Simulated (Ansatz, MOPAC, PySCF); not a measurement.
Species: C₄H₈ (charge 0, singlet). SMILES: C/C=C/C
Coordinates optimised at B3LYP-D3(BJ)/def2-TZVP (Ansatz, a program for electronic structure):
```xyz
12

C     -1.9511     0.1325    -0.0440
C     -0.5069     0.2933     0.3131
C      0.5069    -0.2933    -0.3131
C      1.9511    -0.1325     0.0440
H     -2.0781    -0.5365    -0.8965
H     -2.4059     1.0950    -0.2963
H     -2.5235    -0.2738     0.7952
H     -0.2899     0.9466     1.1559
H      0.2899    -0.9466    -1.1559
H      2.0781     0.5365     0.8965
H      2.5235     0.2738    -0.7952
H      2.4059    -1.0950     0.2963
```
Charge 0, spin multiplicity 1.

Unscaled harmonic wavenumbers (cm⁻¹) in rising order, each level at the stationary point that it reaches from this structure (no distance between atoms moves by over 0.3 Å); the order of modes can differ between levels, and a negative number is imaginary. B3LYP-D3(BJ)/def2-TZVP (PySCF, at the structure above): 179, 231, 246, 284, 504, 763, 878, 992, 999, 1071, 1074, 1079, 1171, 1335, 1339, 1415, 1416, 1480, 1480, 1489, 1497, 1742, 3015, 3016, 3055, 3055, 3090, 3092, 3112, 3122.

AM1 (MOPAC): 99, 119, 234, 301, 544, 807, 949, 992, 1034, 1073, 1088, 1237, 1285, 1325, 1350, 1382, 1384, 1386, 1386, 1442, 1462, 1895, 3042, 3043, 3053, 3053, 3142, 3144, 3155, 3173. Zero-point energy 68.0 against 67.5 kcal/mol; where all levels lie over 400 cm⁻¹, the wavenumbers are on average 1.017 times those of B3LYP-D3(BJ)/def2-TZVP.

HF/6-31G* (Ansatz): 184, 236, 264, 304, 535, 837, 941, 1071, 1109, 1148, 1179, 1186, 1269, 1455, 1456, 1566, 1569, 1626, 1626, 1636, 1642, 1914, 3191, 3192, 3237, 3237, 3267, 3270, 3312, 3317. Zero-point energy 72.6 against 67.5 kcal/mol; where all levels lie over 400 cm⁻¹, the wavenumbers are on average 1.082 times those of B3LYP-D3(BJ)/def2-TZVP.

B3LYP/6-31G* (Ansatz): 180, 234, 245, 282, 501, 756, 884, 999, 1011, 1076, 1083, 1086, 1179, 1345, 1346, 1442, 1444, 1510, 1510, 1520, 1527, 1763, 3028, 3029, 3073, 3073, 3110, 3112, 3131, 3138. Zero-point energy 68.1 against 67.5 kcal/mol; where all levels lie over 400 cm⁻¹, the wavenumbers are on average 1.009 times those of B3LYP-D3(BJ)/def2-TZVP.
